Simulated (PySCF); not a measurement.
A GIAO shielding run with PySCF 2.14.0 with density-fitted response routines (density fitting, non-relativistic, gas phase) on `CC#CCC1=CC[SiH2][C@H]1Cl`, C8H11ClSi:

```
$ OMP_NUM_THREADS=1 python probes_run.py task.json out

{"job": {"kind": "nmr", "xc": "PBE0", "basis": "pcSseg-1"}, "charge": 0, "multiplicity": 1}
C      3.656666     1.474730     0.534564
C      2.673344     0.530110     0.047905
C      1.880440    -0.264966    -0.370382
C      0.868995    -1.195186    -0.844446
C     -0.498740    -0.693070    -0.472340
C     -1.406843    -0.261212    -1.337445
C     -2.733883     0.231032    -0.842042
Si    -2.556162     0.235214     1.056334
C     -0.864824    -0.667500     0.977731
Cl    -1.042398    -2.371443     1.562033
H      3.159652     2.367473     0.914904
H      4.329426     1.762706    -0.273250
H      4.241418     1.026172     1.337715
H      0.952866    -1.303286    -1.929091
H      1.039444    -2.172480    -0.380836
H     -1.221328    -0.248891    -2.402473
H     -2.947925     1.213974    -1.264107
H     -3.526597    -0.431225    -1.196415
H     -2.393707     1.583971     1.603979
H     -3.561201    -0.546311     1.768666
H     -0.057564    -0.252868     1.581080
```

Hardware: 1 thread of an Arm Neoverse N1, shared host. The job also computes population analyses, field gradients, ring-centre shieldings.

(1) How large is the calculation?

(2) How long does it take, and how much memory does it need?

Answers

(1) 90 electrons, 239 basis functions and 1280 auxiliary functions.

(2) 100 s of wall time, with 14 SCF cycles and 5 response iterations; peak memory 1.1 GiB. Times on a shared host scatter by some tens of per cent.
